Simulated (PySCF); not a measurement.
## [Pm(SH)4]− at several levels of theory

Computed with PySCF 2.14.0 (density fitting, no spin-orbit coupling) at the geometry relaxed with PBE0:

```xyz
9
[Pm(SH)4]− (singlet in the valence; each metal's 4f electrons, 4 of them, lie in its core potential, out of spins and levels)
Pm    0.0000    0.0000   -0.0001
S     1.7022    1.4712    1.5297
H     2.7315    1.0200    0.7730
S    -1.7022   -1.4712    1.5297
H    -2.7315   -1.0200    0.7730
S     1.4710   -1.7029   -1.5294
H     1.0173   -2.7312   -0.7733
S    -1.4710    1.7029   -1.5294
H    -1.0173    2.7312   -0.7733
```

| level | basis | state | HOMO (eV) | gap (eV) | charge on Pm1 (e) | population of f-type functions on Pm1 (polarisation alone where 4f lies in the core) | dipole about the centre of mass (D) | largest force component (eV/Å) |
| --- | --- | --- | --- | --- | --- | --- | --- | --- |
| PBE0 | Pm lcecp-1-SVP with ECP50, S def2-SVP, H def2-SVP | singlet | -3.07 | 5.94 | 0.63 | 0.04 | 0.00 | 0.01 |
| TPSSh | the same | singlet | -2.46 | 5.15 | 0.67 | 0.04 | 0.00 | 0.10 |
| PBE0 | Pm lcecp-1-TZVP with ECP50, S def2-TZVP, H def2-TZVP | singlet | -3.32 | 6.03 | 1.20 | 0.06 | 0.00 | 0.17 |

In the lcecp rows the 4f levels are missing from HOMO and gap, and the state counts the valence alone.

Charges are Mulliken's, which hang on the basis. The relaxation used the grid (50, 194), these runs (75, 302) or, all-electron (x2c bases, spin-free X2C Hamiltonian), (99, 590).

Task: What does B3LYP with Pm lcecp-1-SVP with ECP50, S def2-SVP, H def2-SVP give here?

Result: state singlet, HOMO (eV) -2.72, gap (eV) 5.41, charge on Pm1 (e) 0.54, population of f-type functions on Pm1 (polarisation alone where 4f lies in the core) 0.04, dipole about the centre of mass (D) 0.00, largest force component (eV/Å) 0.14. Time: 7.1 s on 2 threads of Intel(R) Xeon(R) 6975P-C (Granite Rapids), on a shared host, from an already converged density.

An lcecp potential fixes the number of 4f electrons, so in runs with it no electron can move into or out of that shell.
